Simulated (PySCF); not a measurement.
C₄H₁₀N, SMILES [CH2]CN(C)C, multiplicity 2. Geometry optimised at PBE-D3(BJ)/def2-SVP. The isomer is the one that the SMILES or the coordinates give; other isomers of the formula were not compared. One conformer was computed; it need not be the lowest.

Task: Give the equilibrium geometry at PBE-D3(BJ)/def2-SVP (PySCF confirms it by a frequency run) as Cartesian coordinates in Å. (An estimate is asked for; the answer gives what the named calculation found.)

Result: One answer among several that fit: 
```xyz
15

C     -2.0407    -0.2832     0.0879
C     -0.6490    -0.8057     0.0400
N      0.3377     0.2108    -0.3057
C      0.4601     1.2349     0.7157
C      1.6221    -0.3592    -0.6577
H     -2.3398     0.5132    -0.6113
H     -2.8146    -0.7952     0.6785
H     -0.5775    -1.6080    -0.7399
H     -0.4001    -1.3321     1.0071
H      1.1174     2.0542     0.3589
H      0.8897     0.8476     1.6808
H     -0.5363     1.6641     0.9425
H      2.3131     0.4406    -0.9949
H      1.5059    -1.0826    -1.4909
H      2.1233    -0.8983     0.1934
```
Charge 0, spin multiplicity 2.
